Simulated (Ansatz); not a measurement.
Sb(Cl)2(TeH) (Cl2HSbTe), SMILES [Cl][Sb]([Cl])[TeH].

Geometry: B3LYP-D3(BJ)/def2-SVP. The structure was generated by enumeration; whether it is a known compound was not checked. The def2 effective core potentials stand for the cores of Sb, Te; spin–orbit coupling is left out.

Two levels are set side by side: PBE/def2-SVPD (Ansatz, a quantum-chemistry and plane-wave program) and PBE0/def2-SVPD (Ansatz). Energy differences of separate SCF runs at the same geometry; the states with an electron removed or added have multiplicity 2 and 2. Differences are taken from unrounded values.

```
quantity                           PBE0
---------------------------------  ----
vertical ionisation energy (eV)    8.82
vertical electron affinity (eV)    0.93
vertical singlet–triplet gap (eV)  3.00
```

Problem. What does PBE give, and how far is it from PBE0? (Estimate from the structure and the level; the computed values follow.)

Solution. 
```json
[
 {"quantity": "vertical ionisation energy (eV)", "PBE": "8.70", "PBE minus PBE0": "-0.12"},
 {"quantity": "vertical electron affinity (eV)", "PBE": "0.86", "PBE minus PBE0": "-0.07"},
 {"quantity": "vertical singlet–triplet gap (eV)", "PBE": "3.02", "PBE minus PBE0": "0.01"}
]
```
